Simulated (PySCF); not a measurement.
Isomers of C7H9NO.

All values: PBE0/def2-SVPD (PySCF) at GFN2-xTB geometries, gas phase, one conformer each. Core orbitals are frozen in the response; Δα² is half the sum of the squared differences of the principal polarisabilities.

**Question.** Rank by dipole moment, highest first.
A. `[CH2:1]=[CH:2][C:3](=[CH2:4])[C:5](=[CH2:6])[C:7]([NH2:8])=[O:9]` with C1–C2–C3–C4 -163°, C2–C3–C5–C6 45°, C3–C5–C7–N8 -137°, C5–C7–N8–H 3° and -179°
B. `[CH2:1]=[C:2]1[CH2:3][C@@H:4]([NH:5][CH:6]=[O:7])[C:8]1=[CH2:9]` with C3–C4–N5–C6 -125°, C4–N5–C6–O7 1°
C. `[CH3:1][CH2:2][c:3]1[cH:4][cH:5][cH:6][n+:7]([O-:8])[cH:9]1` with C1–C2–C3–C4 -87°
D. `[CH2:1]=[CH:2][CH2:3]/[C:4]([C:5]#[N:6])=[CH:7]/[O:8][CH3:9]` with C1–C2–C3–C4 -120°, C2–C3–C4–C5 -77°, C4–C7–O8–C9 -179°
E. `[CH3:1][NH:2][c:3]1[cH:4][cH:5][cH:6][c:7]([OH:8])[cH:9]1` with C1–N2–C3–C4 166°, C6–C7–O8–H 179°

**Answer.** D (5.72 D), C (4.58 D), B (3.82 D), A (3.65 D), E (3.06 D).

All values together:

```tsv
SMILES	μ (D)	HOMO (eV)	LUMO (eV)	α (Å³)	Δα (Å³)
CCc1ccc[n+]([O-])c1	4.58	-6.35	-1.18	14.28	8.11
C=C1C[C@@H](NC=O)C1=C	3.82	-6.95	-1.47	14.31	6.93
C=CC(=C)C(=C)C(N)=O	3.65	-6.67	-1.22	14.36	5.11
C=CC/C(C#N)=C/OC	5.72	-6.97	-1.06	14.31	5.99
CNc1cccc(O)c1	3.06	-5.68	0.15	14.30	8.75
```

Conformers: `[CH3:1][CH2:2][c:3]1[cH:4][cH:5][cH:6][n+:7]([O-:8])[cH:9]1` with C1–C2–C3–C4 -87°; `[CH2:1]=[C:2]1[CH2:3][C@@H:4]([NH:5][CH:6]=[O:7])[C:8]1=[CH2:9]` with C3–C4–N5–C6 -125°, C4–N5–C6–O7 1°; `[CH2:1]=[CH:2][C:3](=[CH2:4])[C:5](=[CH2:6])[C:7]([NH2:8])=[O:9]` with C1–C2–C3–C4 -163°, C2–C3–C5–C6 45°, C3–C5–C7–N8 -137°, C5–C7–N8–H 3° and -179°; `[CH2:1]=[CH:2][CH2:3]/[C:4]([C:5]#[N:6])=[CH:7]/[O:8][CH3:9]` with C1–C2–C3–C4 -120°, C2–C3–C4–C5 -77°, C4–C7–O8–C9 -179°; `[CH3:1][NH:2][c:3]1[cH:4][cH:5][cH:6][c:7]([OH:8])[cH:9]1` with C1–N2–C3–C4 166°, C6–C7–O8–H 179°.
